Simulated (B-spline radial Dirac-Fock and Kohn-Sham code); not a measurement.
## Levels of muonic ¹¹⁶Xe

Nucleus: ¹¹⁶Xe, Fermi distribution (skin thickness 2.3 fm), rms radius 4.7211 fm (measured, Angeli and Marinova 2013).

Input of the calculation (task.json; shells as n, l, electrons):

```json
{"items": [{
  "Z": 54,
  "q": 0,
  "cfg": [[1, 0, 2], [2, 0, 2], [2, 1, 6], [3, 0, 2], [3, 1, 6], [3, 2, 10], [4, 0, 2], [4, 1, 6], [4, 2, 10], [5, 0, 2], [5, 1, 6]],
  "A": 116,
  "rrms": 4.7211,
  "do": "muonic",
  "nuclei": [[116, 115.921581, 4.7211, "measured", "fermi"]]
}]}
```

Launch: `python xray2_run.py task.json out`

These are calculated numbers from a radial finite-basis atomic code; the model is the Dirac equation of a negative muon with reduced mass in the field of a spherical finite nucleus, with the Uehling potential to all orders; nuclear polarisation, deformation, hyperfine structure, self-energy, higher-order vacuum polarisation, relativistic recoil and electron screening are left out.

| level | binding (keV) | point nucleus, no QED (keV) | vacuum polarisation (keV) | ⟨r⟩ (fm) |
| --- | --- | --- | --- | --- |
| 1s1/2 | 5900 | 8541 | 40.234 | 9.8 |
| 2s1/2 | 1763 | 2157 | 9.046 | 32.9 |
| 2p1/2 | 2120 | 2157 | 12.671 | 22.7 |
| 2p3/2 | 2061 | 2069 | 11.738 | 23.6 |
| 3s1/2 | 827.4 | 948.8 | 3.156 | 70.3 |
| 3p1/2 | 935.6 | 948.8 | 3.994 | 57.5 |
| 3p3/2 | 919.3 | 922.6 | 3.774 | 58.6 |
| 3d3/2 | 925.9 | 922.6 | 3.327 | 48.6 |
| 3d5/2 | 917.7 | 914.6 | 3.221 | 49.3 |
| 4d3/2 | 519.9 | 518.6 | 1.383 | 97.8 |
| 4d5/2 | 516.5 | 515.1 | 1.342 | 98.6 |
| 4f5/2 | 516.3 | 515.1 | 1.120 | 84.4 |
| 4f7/2 | 514.6 | 513.5 | 1.104 | 84.9 |
| 5f5/2 | 330.2 | 329.7 | 0.541 | 148.0 |
| 5f7/2 | 329.4 | 328.8 | 0.534 | 148.5 |
| 5g7/2 | 329.3 | 328.8 | 0.432 | 129.6 |
| 5g9/2 | 328.8 | 328.3 | 0.429 | 129.9 |
| 6g7/2 | 228.6 | 228.4 | 0.232 | 207.5 |
| 6g9/2 | 228.3 | 228.1 | 0.230 | 207.9 |
| 6h9/2 | 228.3 | 228.1 | 0.179 | 184.2 |
| 6h11/2 | 228.1 | 227.9 | 0.178 | 184.5 |

Question: By how much does the finite nuclear size lower the 1s binding energy?

Answer: By 2681 keV, 31.39 % of the point-nucleus value (point value plus vacuum polarisation less the binding energy). The 1s orbit has ⟨r⟩ = 9.8 fm.
